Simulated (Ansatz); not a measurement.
A nudged elastic band was laid between two geometries of H4S2Sn (7 atoms, charge 0, multiplicity 1).

Theory: RKS PBE0/def2-SVP (Ansatz).

```yaml
movable_images: 9
climbing_image: yes
spring: 5.0 eV/Å²
optimiser: quadratic models (default)
start_path: IDPP
force_threshold: 0.05 eV/Å
iteration_limit: 51
end_points: relaxed
```

First end point:

```xyz
7
Properties=species:S:1:pos:R:3
S -2.052 -0.464 -0.529
Sn -0.048 0.570 0.362
S 1.601 -1.045 1.100
H -1.505 -0.692 -1.743
H 0.639 1.561 -0.854
H -0.532 1.397 1.772
H 1.959 -1.396 -0.154
```

Last end point:

```xyz
7
Properties=species:S:1:pos:R:3
S -1.687 -0.298 -1.209
Sn 0.033 0.667 0.198
S 1.668 -1.015 0.803
H -2.044 -1.225 -0.293
H 0.720 1.908 -0.757
H -0.598 1.208 1.693
H 1.969 -1.315 -0.480
```

Question: Which bonds break or form, and what moves?

Answer: No bond is made or broken. The dihedral H4–S1–Sn2–S3 goes from -81 to 58°.

Question: Give the energies along the band, and the barrier.

Answer: It converged. The highest image is number 4 of 0 to 10, 0.3 kcal/mol above the first end and 1.1 kcal/mol above the last; the last end lies 0.7 kcal/mol below the first. A vibrational analysis at the climbing image gives one clearly imaginary mode, 131i cm⁻¹: a first-order saddle point.

```
image  path coordinate (Å)  energy (kcal/mol)  dihedral H4–S1–Sn2–S3 (°)
    0                 0.00                0.0                        -81
    1                 0.24                0.0                        -69
    2                 0.48                0.1                        -56
    3                 0.73                0.3                        -42
    4                 0.97                0.3                        -29
    5                 1.21                0.3                        -16
    6                 1.47                0.2                          0
    7                 1.72               -0.1                         15
    8                 1.97               -0.4                         30
    9                 2.23               -0.6                         45
   10                 2.48               -0.7                         58
```

Question: What is the geometry of the highest image?

Answer: 
```xyz
7
Properties=species:S:1:pos:R:3:forces:R:3
S -2.063 -0.250 -0.697 0.01 0.02 0.03
Sn -0.074 0.653 0.369 -0.03 -0.02 0.00
S 1.510 -1.129 0.795 -0.01 -0.01 -0.01
H -1.376 -1.253 -1.284 0.01 -0.01 -0.01
H 0.660 1.827 -0.639 0.01 -0.01 0.00
H -0.547 1.258 1.893 0.00 0.01 -0.01
H 1.950 -1.175 -0.482 0.00 0.03 0.01
```

Question: What are the harmonic wavenumbers there?

Answer: 131i, 115, 134, 346, 357, 370, 506, 615, 695, 714, 721, 1931, 1963, 2714, 2725 cm⁻¹.

Time of the run: 2.6 min on 1 thread of Arm Neoverse V2 (shared host), peak memory 0.19 GiB.
